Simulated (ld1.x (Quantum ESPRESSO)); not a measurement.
zinc ultrasoft: all-electron and pseudo phase curves

ld1.x (Quantum ESPRESSO) 7.5 input, shortened:

```
&input
   title='Zn', zed=30., rel=2, dft='PBESOL', iswitch=3,
   config='[Ar] 3d10 4s2 4p0', rel_dist='average'
 /
 &inputp
   pseudotype=3, tm=.true., lloc=-1, rcloc=1.65,
   nlcc=.true.,
   which_augfun='PSQ', rmatch_augfun=1.05
 /
6
4S  1  0   2.00   0.00  1.65  1.75  0.0
4S  1  0   0.00   3.40  1.65  1.75  0.0
3P  2  1   6.00   0.00  1.00  1.10  0.0
4P  3  1   0.00   0.00  1.00  1.10  0.0
3D  3  2  10.00   0.00  1.15  1.56  0.0
3D  3  2   0.00   2.10  1.15  1.56  0.0
 &test
   configts(1)='3p6 3d10 4s2 4p0'
 /
```

Open shells are filled in proportion to 2j + 1 (rel_dist='average').

The phase is arctan(r·u′/u) with u = r·R(r), unwrapped; energies in Ry, scanned from -8 to 5 Ry. A pole is an energy at which the radial function vanishes at the test radius. The pseudo phase is shifted by a multiple of π to meet the all-electron one at the reference energy, and phase errors are pseudo minus all-electron; the curves can meet again beyond the range given. Levels narrower than the energy grid can be missing from the lists of poles.

**Question.** For each channel, where are the poles, and over which energies does the pseudopotential scatter like the atom?

**Answer.**

| channel | radius (bohr) | reference energy (Ry) | poles, all-electron | poles, pseudo | unbroken range about the reference energy with phases within 0.05 rad | phase error 1 Ry above the reference energy (rad) |
| --- | --- | --- | --- | --- | --- | --- |
| s | 1.90 | -0.44 | 4.30 | 4.29 | the whole range | -0.001 |
| p1/2 | 1.90 | -0.08 | -6.21 | -6.21 | the whole range | +0.000 |
| p3/2 | 1.90 | -0.08 | -5.98 | -5.98 | the whole range | +0.000 |
| d3/2 | 1.90 | -0.76 | -0.47 | -0.47 | the whole range | +0.001 |
| d5/2 | 1.90 | -0.74 | -0.44 | -0.43 | the whole range | +0.001 |

Phases in the p3/2 channel:

```csv
E (Ry),all-electron,pseudo
-8.00,1.367,1.367
-7.52,1.356,1.356
-7.04,1.339,1.339
-6.56,1.301,1.301
-6.08,-0.886,-0.886
-5.60,-1.744,-1.744
-5.12,-1.782,-1.782
-4.64,-1.804,-1.804
-4.16,-1.823,-1.823
-3.68,-1.843,-1.843
-3.20,-1.865,-1.865
-2.72,-1.891,-1.891
-2.24,-1.924,-1.924
-1.76,-1.965,-1.965
-1.28,-2.020,-2.020
-0.80,-2.098,-2.098
-0.32,-2.216,-2.216
0.16,-2.407,-2.407
0.64,-2.739,-2.739
1.12,-3.257,-3.257
1.60,-3.781,-3.781
2.08,-4.122,-4.121
2.56,-4.318,-4.318
3.04,-4.439,-4.439
3.52,-4.520,-4.519
4.00,-4.578,-4.577
4.48,-4.622,-4.622
4.96,-4.658,-4.657
```
